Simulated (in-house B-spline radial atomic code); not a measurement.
# How G0W0 and RPA depend on the start: Cr13+

Configuration [Ne] 3s1, highest spin. Computed with a B-spline radial code for spherical atoms: all electrons, non-relativistic, point nucleus, each spin shell either full or empty, empty states to l = 9 with an (l + 1/2)⁻⁴ tail; G0W0 by contour deformation at full frequency.

| start | mean-field 3s up (eV) | G0W0 (eV) | QP weight | RPA correlation (Eh) |
| --- | --- | --- | --- | --- |
| Hartree-Fock | -381.21 | -383.16 | 0.988 | -0.65055 |
| PBE | -370.12 | -383.75 | 0.978 | -0.70076 |
| BLYP | -370.46 | ? | ? | ? |
| PBEsol | -369.86 | -383.77 | 0.978 | -0.70091 |
| HSE06 | -372.75 | ? | ? | ? |

(1) What G0W0 level, weight and RPA correlation energy follow from the HSE06 start?

(2) What G0W0 level, weight and RPA correlation energy follow from the BLYP start?

(3) How much of the dependence on the start does G0W0 remove?

Answers

(1) G0W0 level -383.59 eV, weight 0.981, RPA correlation -0.68688 hartree.

(2) G0W0 level -383.76 eV, weight 0.977, RPA correlation -0.70106 hartree.

(3) The mean-field levels span 11.3 eV and the G0W0 levels 0.61 eV. Against 384.163 ± 0.006 eV (NIST, semi-empirical) the G0W0 removal energies are off by -1.00 to -0.39 eV, with relativity, Breit and QED terms left out.
